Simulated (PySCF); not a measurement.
Computed shifts of a molecule CH6ClNOSi, HF/pcSseg-1 in PySCF, GIAO, gas phase, atoms alike by connectivity averaged where their shifts nearly agree, in ppm (number of nuclei): ¹³C: 3.2 (1). ²⁹Si: -5.5 (1). ¹⁵N: 30.6 (1). ¹H: 2.09 (1), 1.26 (2), 0.60 (3). References: ¹³C against TMS (σ = 192.6 ppm); ²⁹Si against TMS (σ = 393.8 ppm); ¹⁵N against NH3 (σ = 267.3 ppm); ¹⁷O against H2O (σ = 333.0 ppm); ³⁵Cl against HCl (σ = 958.2 ppm); ¹H against TMS (σ = 31.99 ppm), references at their B3LYP-D3(BJ)/def2-TZVP geometries, non-relativistic (without spin–orbit terms, shifts of atoms bonded to Cl or Br come out too high). Geometry optimised at PBE0-D3(BJ)/def2-SVP. Other conformers were not sampled.

Q: Identify the compound among the candidates.
A. CO[Si@@H](N)Cl
B. CN[Si@H](O)Cl
C. C[Si](N)(O)Cl
D. NC[Si@H](O)Cl

A: C, C[Si](N)(O)Cl
